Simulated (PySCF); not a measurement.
**A survey of ²⁹Si NMR shifts**

Theoretical values (PySCF 2.14.0 with density-fitted response routines): structure optimised with GFN2-xTB, shielding tensors at PBE0/pcSseg-1 (GIAO). One averaged value for each set of equivalent atoms, in vacuum, non-relativistic, single conformer.

Shieldings were converted by a linear fit to measured shifts: ²⁹Si (scatter 8.9 ppm rms, 25.8 ppm with the 6 outliers that the fit left out vs TMS, solution or neat liquid). Occasional misses reach two or three times the rms, and more in compound classes unlike the fitted ones.

Task: Give the ²⁹Si shifts of `C[Si@]([SiH3])(C#N)CC(F)(F)F`, `C[Si@@H]([SiH3])COCC=O`, `C=C(C)CO[SiH2]O[SiH3]`.

Result: 
| compound | environment | δ (ppm) |
| --- | --- | --- |
| [CH3:1][Si@:2]([SiH3:3])([C:4]#[N:5])[CH2:6][C:7]([F:8])([F:9])[F:10] | Si2: silicon bonded to 3 C, Si | -39.3 |
| [CH3:1][Si@:2]([SiH3:3])([C:4]#[N:5])[CH2:6][C:7]([F:8])([F:9])[F:10] | Si3: silicon bonded to Si, 3 H | -97.4 |
| [CH3:1][Si@@H:2]([SiH3:3])[CH2:4][O:5][CH2:6][CH:7]=[O:8] | Si2: silicon bonded to 2 C, Si, H | -40.4 |
| [CH3:1][Si@@H:2]([SiH3:3])[CH2:4][O:5][CH2:6][CH:7]=[O:8] | Si3: silicon bonded to Si, 3 H | -103.9 |
| [CH2:1]=[C:2]([CH3:3])[CH2:4][O:5][SiH2:6][O:7][SiH3:8] | Si8: silicon bonded to O, 3 H | -42.6 |
| [CH2:1]=[C:2]([CH3:3])[CH2:4][O:5][SiH2:6][O:7][SiH3:8] | Si6: silicon bonded to 2 O, 2 H | -43.2 |

Task: Match the shifts -25.4, -49.3, -59.1 ppm to `CC[C@H](O[SiH3])C(=O)NC`, `COC/C(=N\[SiH3])[C@H](C)O`, `C#CCS[SiH2]SC=C`.

Result: -25.4: C#CCS[SiH2]SC=C (silicon bonded to 2 S, 2 H); -49.3: CC[C@H](O[SiH3])C(=O)NC (silicon bonded to O, 3 H); -59.1: COC/C(=N\[SiH3])[C@H](C)O (silicon bonded to N, 3 H).
